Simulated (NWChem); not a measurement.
Program: NWChem. System: C2H3O, charge 0, spin multiplicity 2, at a geometry optimised with UPBE0/def2-SVP. The structure started from a generated list of species. Its SCF solution wasn't tested for a lower state. Level: UB3LYP/def2-TZVP, VWN1-RPA local correlation.

Part of the output:

```
             Northwest Computational Chemistry Package (NWChem) 7.3.0
             --------------------------------------------------------

                                NWChem Input Module
                                -------------------

 Scaling coordinates for geometry "geometry" by  1.889725989
 (inverse scale =  0.529177249)

 Turning off AUTOSYM since
 SYMMETRY directive was detected!

                             Geometry "geometry" -> ""
                             -------------------------

 Output coordinates in angstroms (scale by  1.889725989 to convert to a.u.)

  No.       Tag          Charge          X              Y              Z
 ---- ---------------- ---------- -------------- -------------- --------------
    1 C                    6.0000     1.16303500    -0.21200200     0.00000000
    2 C                    6.0000    -0.17290700    -0.31869700     0.00000000
    3 O                    8.0000    -1.08684100     0.60678100     0.00000000
    4 H                    1.0000     1.65402000     0.76193400     0.00000000
    5 H                    1.0000     1.76607500    -1.11833400     0.00000000
    6 H                    1.0000    -0.66613600    -1.31365300     0.00000000

 Effective nuclear repulsion energy (a.u.)      63.1685862399

            Nuclear Dipole moment (a.u.)
            ----------------------------
        X                 Y               Z
 ---------------- ---------------- ----------------
    -0.0000018897     0.0000018897     0.0000000000

      Symmetry information
      --------------------

 Group name             Cs
 Group number              2
 Group order               2
 No. of unique centers     6

      Symmetry unique atoms

     1    2    3    4    5    6


 Summary of "ao basis" -> "" (spherical)
 ------------------------------------------------------------------------------
       Tag                 Description            Shells   Functions and Types
 ---------------- ------------------------------  ------  ---------------------
 *                         def2-tzvp                  on all atoms

                                 NWChem DFT Module
                                 -----------------

 Summary of "ao basis" -> "ao basis" (spherical)
 ------------------------------------------------------------------------------
       Tag                 Description            Shells   Functions and Types
 ---------------- ------------------------------  ------  ---------------------
 C                         def2-tzvp                11       31   5s3p2d1f
 O                         def2-tzvp                11       31   5s3p2d1f
 H                         def2-tzvp                 4        6   3s1p

 Summary of "ao basis" -> "ao basis" (spherical)
 ------------------------------------------------------------------------------
       Tag                 Description            Shells   Functions and Types
 ---------------- ------------------------------  ------  ---------------------
 C                         def2-tzvp                11       31   5s3p2d1f
 O                         def2-tzvp                11       31   5s3p2d1f
 H                         def2-tzvp                 4        6   3s1p

      Symmetry analysis of basis
      --------------------------

        a'         78
        a"         33

            General Information
            -------------------
          SCF calculation type: DFT
          Wavefunction type:  spin polarized.
          No. of atoms     :     6
          No. of electrons :    23
           Alpha electrons :    12
            Beta electrons :    11
          Charge           :     0
          Spin multiplicity:     2
          Use of symmetry is: on ; symmetry adaption is: on
          Maximum number of iterations: 100
          AO basis - number of functions:   111
                     number of shells:    45
          Convergence on energy requested:  1.00D-06
          Convergence on density requested:  1.00D-05
          Convergence on gradient requested:  5.00D-04

              XC Information
              --------------
                         B3LYP Method XC Potential
                     Hartree-Fock (Exact) Exchange  0.200
[...]
  ----- ------------  ---------------      ----- ------------  ---------------
    68      0.268675  3 O  px                38      0.213488  2 C  py
    71      0.211853  3 O  px                 7     -0.189349  1 C  py
   101      0.166941  5 H  s                 95     -0.143903  4 H  s
    69     -0.142237  3 O  py                41      0.139873  2 C  py
    74      0.129238  3 O  px               107     -0.129685  6 H  s

 Vector   10  Occ=1.000000D+00  E=-3.691156D-01  Symmetry=a"
              MO Center= -3.4D-01,  4.7D-02,  3.8D-15, r^2= 1.5D+00
   Bfn.  Coefficient  Atom+Function         Bfn.  Coefficient  Atom+Function
  ----- ------------  ---------------      ----- ------------  ---------------
    39      0.307254  2 C  pz                70      0.268604  3 O  pz
    42      0.263736  2 C  pz                73      0.222674  3 O  pz
     8      0.143578  1 C  pz                45      0.133428  2 C  pz
    76      0.132878  3 O  pz                11      0.119035  1 C  pz
    14      0.055000  1 C  pz

 Vector   11  Occ=1.000000D+00  E=-2.689482D-01  Symmetry=a'
              MO Center= -8.7D-01,  3.1D-01,  6.6D-17, r^2= 1.4D+00
   Bfn.  Coefficient  Atom+Function         Bfn.  Coefficient  Atom+Function
  ----- ------------  ---------------      ----- ------------  ---------------
    69      0.341383  3 O  py                 5     -0.295546  1 C  s
    68      0.293951  3 O  px                72      0.274839  3 O  py
    71      0.242239  3 O  px                75      0.215081  3 O  py
    74      0.184550  3 O  px               108      0.181877  6 H  s
    36      0.172467  2 C  s                107      0.164596  6 H  s

 Vector   12  Occ=0.000000D+00  E=-1.589949D-01  Symmetry=a"
              MO Center=  1.8D-01,  9.9D-02, -4.8D-16, r^2= 2.4D+00
   Bfn.  Coefficient  Atom+Function         Bfn.  Coefficient  Atom+Function
  ----- ------------  ---------------      ----- ------------  ---------------
    70     -0.316558  3 O  pz                14      0.302426  1 C  pz
     8      0.297616  1 C  pz                11      0.257917  1 C  pz
    73     -0.258166  3 O  pz                76     -0.249569  3 O  pz
    42      0.089511  2 C  pz                39      0.084882  2 C  pz
    54     -0.043151  2 C  d  1

 Vector   13  Occ=0.000000D+00  E= 2.435234D-02  Symmetry=a"
              MO Center=  2.4D-01, -1.5D-01,  1.4D-14, r^2= 2.7D+00
   Bfn.  Coefficient  Atom+Function         Bfn.  Coefficient  Atom+Function
  ----- ------------  ---------------      ----- ------------  ---------------
    14      0.692368  1 C  pz                45     -0.682020  2 C  pz
    76      0.378143  3 O  pz                39     -0.340699  2 C  pz
    42     -0.341068  2 C  pz                70      0.238398  3 O  pz
     8      0.222809  1 C  pz                73      0.176624  3 O  pz
    11      0.167887  1 C  pz                23     -0.049505  1 C  d  1

 Vector   14  Occ=0.000000D+00  E= 5.157725D-02  Symmetry=a'
              MO Center=  9.6D-01, -1.4D+00,  1.5D-14, r^2= 4.5D+00
   Bfn.  Coefficient  Atom+Function         Bfn.  Coefficient  Atom+Function
  ----- ------------  ---------------      ----- ------------  ---------------
   102      2.026793  5 H  s                  5     -1.740966  1 C  s
   108      1.467398  6 H  s                 44      0.649508  2 C  py
     4     -0.477537  1 C  s                 96      0.436326  4 H  s
    12     -0.393343  1 C  px                36     -0.386836  2 C  s
    43      0.315507  2 C  px                13      0.298020  1 C  py

   alpha - beta orbital overlaps
   -----------------------------

   alpha      1      2      3      4      5      6      7      8      9     10
    beta      1      2      3      4      5      6      7      8     10      9
 overlap   1.000  1.000  1.000  0.999  0.999  0.998  0.998  0.996  0.980  0.997

   alpha     11     12     13     14     15     16     17     18     19     20
    beta     12     11     13     14     15     16     17     18     20     19
 overlap   0.989  1.000  0.985  0.991  0.991  0.999  0.999  1.000  0.977  0.997

   alpha     21     22     23     24     25     26     27     28     29     30
    beta     21     22     23     24     25     26     27     29     28     30
 overlap   0.979  0.994  0.996  0.998  0.999  0.969  0.971  0.997  0.999  0.998

   alpha     31     32     33     34     35     36     37     38     39     40
    beta     31     32     33     34     35     36     37     38     39     41
 overlap   0.998  1.000  0.999  0.998  0.999  0.998  0.999  0.996  0.999  0.999

   alpha     41     42     43     44     45     46     47     48     49     50
    beta     40     42     43     44     45     46     47     48     49     50
 overlap   0.996  0.997  0.999  0.999  0.965  0.967  0.996  0.998  0.938  0.942

   alpha     51     52     53     54     55     56     57     58     59     60
    beta     51     52     53     54     55     56     57     58     59     60
 overlap   0.997  0.997  0.998  0.997  0.997  0.999  0.999  0.999  0.999  0.998

   alpha     61     62     63     64     65     66     67     68     69     70
    beta     61     62     63     64     65     66     67     68     69     70
 overlap   0.998  0.997  0.997  0.999  0.999  0.997  0.997  0.998  0.992  0.997

   alpha     71     72     73     74     75     76     77     78     79     80
    beta     71     72     73     74     75     76     77     78     79     80
 overlap   0.991  0.998  0.993  0.986  0.987  0.973  0.980  0.998  0.999  0.994

   alpha     81     82     83     84     85     86     87     88     89     90
    beta     81     83     82     84     85     86     87     88     89     90
 overlap   0.997  0.998  0.997  1.000  0.999  0.999  1.000  1.000  0.997  0.997

   alpha     91     92     93     94     95     96     97     98     99    100
    beta     91     92     93     94     95     96     97     98     99    100
 overlap   1.000  1.000  1.000  1.000  1.000  1.000  1.000  1.000  1.000  1.000

   alpha    101    102    103    104    105    106    107    108    109    110
    beta    101    102    103    104    105    106    107    108    109    110
 overlap   1.000  0.999  0.999  1.000  0.998  1.000  1.000  0.999  1.000  1.000

   alpha    111
    beta    111
 overlap   1.000

     --------------------------
     Expectation value of S2:
     --------------------------
      <S2> =      0.7764 (Exact =     0.7500)

 center of mass
 --------------
 x =  -0.11978726 y =   0.07265300 z =   0.00000000

 moments of inertia (a.u.)
 ------------------
          39.882908131138          44.921874946898           0.000000000000
          44.921874946898         148.767329644438           0.000000000000
           0.000000000000           0.000000000000         188.650237775576

     Multipole analysis of the density
     ---------------------------------

     L   x y z        total         alpha         beta         nuclear
     -   - - -        -----         -----         ----         -------
     0   0 0 0     -0.000000    -12.000000    -11.000000     23.000000

     1   1 0 0      1.047020      0.340344      0.706678     -0.000002
     1   0 1 0     -0.649273     -0.502184     -0.147090      0.000002
     1   0 0 1     -0.000000     -0.000000     -0.000000      0.000000

     2   2 0 0    -13.452899    -52.376978    -46.937201     85.861280
     2   1 1 0      1.067887     12.639188     10.798905    -22.370206
     2   1 0 1      0.000000      0.000000      0.000000      0.000000
     2   0 2 0    -13.214880    -20.362959    -19.211517     26.359596
     2   0 1 1     -0.000000     -0.000000     -0.000000      0.000000
     2   0 0 2    -13.754149     -7.727608     -6.026541      0.000000

 Task  times  cpu:        3.5s     wall:        3.5s

 Total times  cpu:        3.5s     wall:        3.5s
```

Question: Write an NWChem input that would produce this output.

Answer: This is not unique; one that fits is 
```
start mol
memory heap 200 mb stack 900 mb global 1100 mb
geometry units angstroms nocenter noautoz
  C      1.163035    -0.212002     0.000000
  C     -0.172907    -0.318697     0.000000
  O     -1.086841     0.606781     0.000000
  H      1.654020     0.761934     0.000000
  H      1.766075    -1.118334     0.000000
  H     -0.666136    -1.313653     0.000000
  symmetry group Cs
end
basis spherical
  * library def2-tzvp
end
dft
  xc b3lyp
  odft
  mult 2
  semidirect memsize 60000000 filesize 0
  iterations 100
end
task dft energy
```
